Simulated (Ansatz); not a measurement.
`C[SiH](O)Br` and `C=C[SiH](C)O` differ in one atom or group.

Ansatz, PBE0-D4/def2-TZVP geometries, multiplicity 1. Each molecule was computed in one conformer, which needn't be the lowest.

Scalar relativity is left out up to krypton.

```tsv
property	`C[SiH](O)Br`
HOMO energy (B3LYP/def2-TZVPP) / eV	-7.98
HOMO–LUMO gap (ωB97M-V/def2-TZVPP) / eV	12.51
HOMO energy (PBE0/def2-TZVPP) / eV	-8.23
size of the dipole moment (ωB97M-V/def2-TZVPP) / D	2.01
LUMO energy (ωB97M-V/def2-TZVPP) / eV	2.07
HOMO–LUMO gap (PBE/def2-TZVPP) / eV	6.58
```

**Question.** Give the same properties after the change, and the shifts. (Estimate.)

**Answer.** Computed: 
| property | `C=C[SiH](C)O` | shift |
| --- | --- | --- |
| HOMO energy (B3LYP/def2-TZVPP) / eV | -7.60 | 0.38 |
| HOMO–LUMO gap (ωB97M-V/def2-TZVPP) / eV | 11.73 | -0.78 |
| HOMO energy (PBE0/def2-TZVPP) / eV | -7.83 | 0.40 |
| size of the dipole moment (ωB97M-V/def2-TZVPP) / D | 1.85 | -0.16 |
| LUMO energy (ωB97M-V/def2-TZVPP) / eV | 1.66 | -0.41 |
| HOMO–LUMO gap (PBE/def2-TZVPP) / eV | 5.29 | -1.29 |

With PBE0 the HOMO rises by 0.40 eV and the LUMO falls by 0.91 eV, so the gap narrows by about 1.31 eV. PBE moves the HOMO by 0.27 eV and ωB97M-V by 0.38 eV. The zero-point energy changes by 108.1 kJ/mol with +12 modes. Dipoles are sizes alone; their direction can turn.

B3LYP here is the variant with VWN-RPA as its local correlation; programs differ in this.

Spin–orbit coupling is left out; it splits and shifts lone-pair levels of the heavy atoms by tenths of an eV.
